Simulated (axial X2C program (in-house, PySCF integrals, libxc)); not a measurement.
Potential curves of NaRh⁻, 2c

Computed with an in-house all-electron X2C program for linear molecules (integrals from PySCF). Two-component (2c) means X2C with spin–orbit coupling and atomic mean-field two-electron Coulomb and Gaunt terms. Basis: Rh dyall-acv3z [13s13p9d5f3g], Na dyall-av3z [10s9p5d2f] (cores contracted in-house); Gaussian nuclei, density fitting, unrestricted open shells. Masses: Rh 102.906 u, Na 22.990 u.

State: Ω = 7/2 (⟨Sz⟩ = 1.48, ⟨Lz⟩ = 2.02 at HF). Energies in kJ/mol from the lowest point of each curve. Fits are polynomials in 1 − R0/R over 0.85 to 1.23 times the lowest point R0.

```tsv
R (Å)	CCSD(T)	PBE0	CCSD
2.5830		13.63	
2.7018	6.54	5.54	7.37
2.7909	2.64	2.16	3.23
2.8799	0.61	0.41	0.91
2.9690	0.00	0.00	0.00
3.0729	0.66	0.71	0.29
3.1768	2.41	2.33	1.67
3.3104	5.77	5.42	4.55
3.4737		9.97
```

Correlated methods: 11 electrons correlated (number of frozen shells: Rh 4 s, 3 p, 1 d; Na 2 s, 1 p), 337 virtual spin orbitals or spinors in MP2, 90 natural virtuals in coupled cluster.

The state is a single determinant with fixed occupations, the lowest that a limited PBE0 search found. Density functionals use the spin component along the axis (collinear). Coupled cluster ran in a truncated set of natural virtual spinors; the MP2 energy of the rest was added. (T) has no such correction and the atoms are truncated less, which lowers De at CCSD(T) by a hundredth of an eV or more. PBE0 can misorder states that lie within some tenths of an eV, so this need not be the ground state of the molecule. The nearest other 2c determinant of the search, Ω = 1/2, lies 0.25 eV up at the distance of the search. Without a current term, density functionals place determinants with orbital angular momentum somewhat too high. With several unpaired electrons one determinant need not be a pure state. The highest occupied level of some functionals is positive through self-interaction error; at Hartree–Fock it is bound. The determinant is spin-polarised beyond a pure state at some levels (its spin-free form has ⟨S²⟩ too high), which makes Re and μ there less reliable. The T1 diagnostic is large, a sign of multireference character. With the outer-core shells frozen, correlated bond lengths of heavy atoms tend to come out a few hundredths of an ångström too long. Coupled cluster ran on the points near the minimum only. MP2 and coupled cluster on one determinant become unreliable at the stretched end.

Question: Fit the CCSD(T) curve near its minimum: give the equilibrium distance and the harmonic wavenumber.

Answer: At CCSD(T), 2c: Re = 2.970 Å, ωe ≈ 144 cm⁻¹; Be follows as 0.102 cm⁻¹.

Question: Fit the PBE0 curve near its minimum: give the equilibrium distance and the harmonic wavenumber.

Answer: At PBE0, 2c: Re = 2.961 Å, ωe ≈ 137 cm⁻¹; Be follows as 0.102 cm⁻¹.

Question: What are Re and ωe at the CCSD level?

Answer: At CCSD, 2c: Re = 2.997 Å, ωe ≈ 137 cm⁻¹; Be follows as 0.0999 cm⁻¹.
